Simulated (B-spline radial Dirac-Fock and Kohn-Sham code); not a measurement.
## Dipole and non-dipole photoemission parameters of Xe 5p1/2

System: atomic xenon, 1s2 2s2 2p6 3s2 3p6 3d10 4s2 4p6 4d10 5s2 5p6; threshold 11.95 eV (orbital energy of the model). The computed values come from a radial atomic solver: Dirac-Hartree-Slater photoionisation with a Latter tail; cross sections with all multipoles, angular parameters from the dipole term and its interference with E2.

For linearly polarised light dσ/dΩ = σ/(4π) [1 + β P₂(cos θ) + (δ + γ cos²θ) sin θ cos φ], with θ from the polarisation vector and φ the angle between the beam and the projection of the electron momentum on the plane normal to the polarisation.

| hν (eV) | σ (kb) | β | γ | δ |
| --- | --- | --- | --- | --- |
| 76 | 89.8 | 0.173 | 0.213 | -0.016 |
| 90.1 | 62.8 | -0.041 | 0.090 | -0.002 |
| 95 | ? | ? | ? | ? |
| 100 | 52.7 | -0.069 | 0.022 | 0.008 |
| 104 | 49.6 | -0.062 | 0.001 | 0.011 |
| 108 | 47.1 | -0.047 | -0.016 | 0.014 |
| 114 | 43.8 | -0.012 | -0.035 | 0.018 |
| 134 | 36.3 | 0.164 | -0.054 | 0.026 |
| 200 | 24.8 | 0.752 | 0.073 | 0.027 |
| 292 | 17.4 | 1.182 | 0.211 | 0.016 |
| 318 | 15.9 | 1.256 | 0.228 | 0.014 |
| 491 | 9.79 | 1.523 | 0.223 | 0.004 |
| 570 | 8.10 | 1.581 | 0.191 | 0.002 |
| 600 | 7.57 | 1.598 | 0.178 | 0.002 |
| 618 | 7.27 | 1.607 | 0.169 | 0.001 |
| 749 | 5.55 | 1.655 | 0.112 | 0.000 |
| 787 | 5.16 | 1.665 | 0.097 | 0.000 |
| 1000 | 3.57 | 1.698 | 0.031 | -0.001 |
| 1486.9 | 1.83 | 1.712 | -0.023 | -0.001 |
| 1500 | 1.80 | 1.712 | -0.023 | -0.001 |
| 3450 | 0.352 | 1.620 | 0.257 | 0.003 |
| 4000 | 0.255 | 1.591 | 0.364 | 0.006 |
| 4250 | 0.223 | 1.578 | 0.412 | 0.007 |
| 4950 | 0.157 | 1.543 | 0.544 | 0.012 |
| 5020 | 0.152 | 1.540 | 0.557 | 0.012 |
| 5480 | 0.124 | 1.518 | 0.639 | 0.016 |
| 7010 | 0.0683 | 1.452 | 0.890 | 0.029 |
| 7880 | 0.0509 | 1.417 | 1.017 | 0.037 |
| 8047.8 | 0.0483 | 1.411 | 1.040 | 0.038 |
| 15000 | 0.00910 | 1.200 | 1.763 | 0.111 |

**Question.** Give the values at 95 eV.

**Answer.** σ = 57.2 kb, β = -0.064, γ = 0.054, δ = 0.003.
